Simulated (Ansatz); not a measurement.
System: SiH$_{3}$Se, charge 0, doublet. SiH3Se (SMILES [SiH2][SeH], doublet).
B3LYP-D3(BJ)/def2-TZVP minimum from Ansatz (an electronic-structure program):
```xyz
5

Si    -1.4325    -0.6097    -0.0189
Se     0.6673     0.3045     0.0523
H     -2.3477     0.5614    -0.0206
H     -1.6186    -1.4009    -1.2668
H      1.3342    -0.9779    -0.2263
```
Charge 0, spin multiplicity 2.

Total energies in hartree (Ansatz). UHF or UKS for unpaired electrons; spin-orbit terms are left out. Correlated methods leave the cores frozen (noble-gas shells, and filled d and f shells in the p block). No relativity. For partners of very few electrons the exact lower level stands in for a higher one.

```tsv
species	HF/def2-TZVPP	CCSD(T)/def2-TZVPP	HF/def2-QZVPP	CCSD(T)/def2-QZVPP	CCSDT(Q)/def2-TZVPP
1: SiH3Se (SMILES [SiH2][SeH], doublet)	-2690.51780	-2690.83104	-2690.57420	-2690.90797	-2690.83297
2: Si (triplet)	-288.85084	-288.92770	-288.85873	-288.93839	-288.92853
3: Se (triplet)	-2399.82719	-2399.94997	-2399.87465	-2400.00689	-2399.95067
4: H (doublet)	-0.49981	-0.49981	-0.49998	-0.49998	-0.49981
```

Task: Work out the atomisation energy (electronic, to ground-state atoms) in kJ/mol: take Hartree-Fock from def2-QZVPP, extrapolate the CCSD(T) correlation energy as X^-3 (X = 3, 4), and add CCSDT(Q) - CCSD(T) in def2-TZVPP. 1 hartree = 2625.5 kJ/mol.

Result: 
Species 1: correlation (64·(-0.33377) - 27·(-0.31324))/37 = -0.34875; step -0.00193; E1 = -2690.57420 + (-0.34875) + (-0.00193) = -2690.92488
Species 2: correlation (64·(-0.07966) - 27·(-0.07686))/37 = -0.08170; step -0.00083; E2 = -288.85873 + (-0.08170) + (-0.00083) = -288.94126
Species 3: correlation (64·(-0.13224) - 27·(-0.12278))/37 = -0.13914; step -0.00070; E3 = -2399.87465 + (-0.13914) + (-0.00070) = -2400.01449
Species 4: correlation (64·(0.00000) - 27·(0.00000))/37 = 0.00000; step +0.00000; E4 = -0.49998 + (0.00000) + (+0.00000) = -0.49998
-1·E1 +1·E2 +1·E3 +3·E4 = 0.46919 hartree = 1231.9 kJ/mol.
